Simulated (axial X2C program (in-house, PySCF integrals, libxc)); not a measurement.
## Ionising RhC

Calculated with an in-house relativistic program for diatomic molecules, spin-free (one-electron X2C) or two-component (2c: spin–orbit coupling with atomic mean-field Coulomb and Gaunt terms, which also bring small scalar terms), in Dyall basis sets with cores contracted in-house; open shells are unrestricted.

Basis sets: C dyall-v3z, Rh dyall-cv3z. Frozen shells (counts by l): RhC Rh 4s3p1d, C 1s, 13 electrons correlated; RhC⁺ Rh 4s3p1d, C 1s, 12 electrons correlated. Coupled cluster in natural virtuals with an MP2 remainder. Where the outer core of a metal is frozen, bonds come out longer and ionisation energies lower.

```
Hamiltonian  level         RhC state  Re (Å)  ωe (cm⁻¹)  De (eV)
  spin-free   PBE0  M_S = 1/2, Λ = 0   1.588     1133.7     5.90
  spin-free   CCSD  M_S = 1/2, Λ = 0   1.592     1145.2     5.34
         2c   PBE0           Ω = 1/2   1.588     1131.3      n/a
```

Adiabatic ionisation energy (minimum to minimum, no zero-point term) and constants of RhC⁺:

```json
{"Hamiltonian": "spin-free", "level": "PBE0", "RhC⁺ state": "M_S = 0, Λ = 0", "IE (eV)": "7.44", "Re (Å)": "1.562", "ωe (cm⁻¹)": "1205.8", "De (eV)": "5.99", "fragments": "Rh+ + C"}
{"Hamiltonian": "spin-free", "level": "CCSD", "RhC⁺ state": "M_S = 0, Λ = 0", "IE (eV)": "7.25", "Re (Å)": "1.567", "ωe (cm⁻¹)": "1189.3", "De (eV)": "5.32", "fragments": "Rh+ + C"}
{"Hamiltonian": "2c", "level": "PBE0", "RhC⁺ state": "Ω = 0", "IE (eV)": "7.44", "Re (Å)": "1.562", "ωe (cm⁻¹)": "1204.4", "De (eV)": "n/a", "fragments": "Rh+ + C"}
```

(1) Add the zero-point terms to the ionisation energy at PBE0, 2c, and say whether the electron removed was bonding.

Each entry is the lowest single determinant of a limited PBE0 search at one distance. De goes to single-determinant-based atoms at the same level (for ions the charge split of lowest energy) and is withheld (n/a) where an atom does not fit its ground term or J level. Main or longest-lived isotopes. The functionals have no current term, which raises determinants with orbital currents.

## Answers

(1) IE0 = IE + (ωe⁺ − ωe)/2 = 7.44 + (0.005) = 7.44 eV. Re changes by -0.026 Å, so the bond shortens, as on loss of an antibonding or a polarising non-bonding electron.
